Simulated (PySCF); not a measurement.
ZnH, SMILES [ZnH+] (connectivity only; charge and spin as stated), charge +1, multiplicity 1. Heavy atoms are numbered as in [ZnH+:1]. Hydrogens are named by the atom that carries them.

Geometry optimised at PBE0-D3(BJ)/def2-TZVPD. The spin state was assumed, not searched.

The numbers are results of PySCF with B3LYP/pcSseg-2, not measurements.

GIAO shieldings, no solvent; atoms alike by connectivity are averaged. δ = σ(ref) − σ: ¹H against TMS (σ = 31.68 ppm), references at their B3LYP-D3(BJ)/def2-TZVP geometries, non-relativistic.

```tsv
nucleus	atoms	count	δ (ppm)
¹H	H on Zn1	1	8.64
```
